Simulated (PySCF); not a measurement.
H₅FGeSi, SMILES F[SiH2][GeH3], PBE/def2-SVP optimised geometry.

```
8

F      1.98    -1.14     0.00
Si     0.34    -1.14     0.00
Ge    -0.43     1.12     0.00
H     -0.13    -1.87     1.23
H     -0.13    -1.88    -1.23
H     -1.98     1.15     0.00
H      0.07     1.88    -1.26
H      0.08     1.87     1.26
```

Density from PBE/def2-TZVP in PySCF at that geometry.

Minimum of the electron density along straight lines between bonded atoms, close to the bond critical point (lines longer than 1.1 times the sum of covalent radii, or with two minima, are not listed):

```csv
bond,length / Å,ρ at the minimum / e bohr⁻³,∇²ρ there / e bohr⁻⁵,position (fraction from the first atom)
F1–Si2,1.647,0.124,…,0.58
Si2–Ge3,2.392,…,-0.13,0.48
Si2–H4,1.504,0.120,0.11,0.49
Si2–H5,1.504,0.120,0.11,0.49
Ge3–H6,1.553,0.128,0.04,0.59
Ge3–H7,1.551,0.129,0.04,0.59
Ge3–H8,1.551,0.129,0.04,0.59
```

**Question.** Some entries are withheld; supply them.

**Answer.** 
- F1–Si2, ∇²ρ there / e bohr⁻⁵: 0.78
- Si2–Ge3, ρ at the minimum / e bohr⁻³: 0.089
